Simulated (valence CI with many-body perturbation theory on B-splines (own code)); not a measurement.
# Which ion has this spectrum?

A relativistic CI+MBPT calculation for an atom or ion with 33 electrons gives these levels (cm⁻¹):

| J | Parity | E | g |
| --- | --- | --- | --- |
| 3/2 | odd | 0.0 | 1.98 |
| 3/2 | odd | 18756 | 0.88 |
| 5/2 | odd | 21182 | 1.20 |
| 1/2 | odd | 34950 | 0.67 |
| 3/2 | odd | 38452 | 1.28 |
| 5/2 | even | 135701 | 1.59 |
| 3/2 | even | 140624 | 1.73 |
| 1/2 | even | 142774 | 2.66 |
| 3/2 | even | 166916 | 0.82 |
| 5/2 | even | 168122 | 1.21 |
| 3/2 | even | 189848 | 1.32 |
| 1/2 | even | 192040 | 1.14 |
| 1/2 | even | 200256 | 1.52 |
| 3/2 | even | 204089 | 0.44 |

The energies are calculated, with errors of about 130 cm⁻¹, more in some levels.

(1) Which is it?
A. Sr5+
B. Zr7+
C. Rb4+
D. Se+

Results:

(1) C. Rb4+, ground level 4s2.4p3 4S°_3/2.
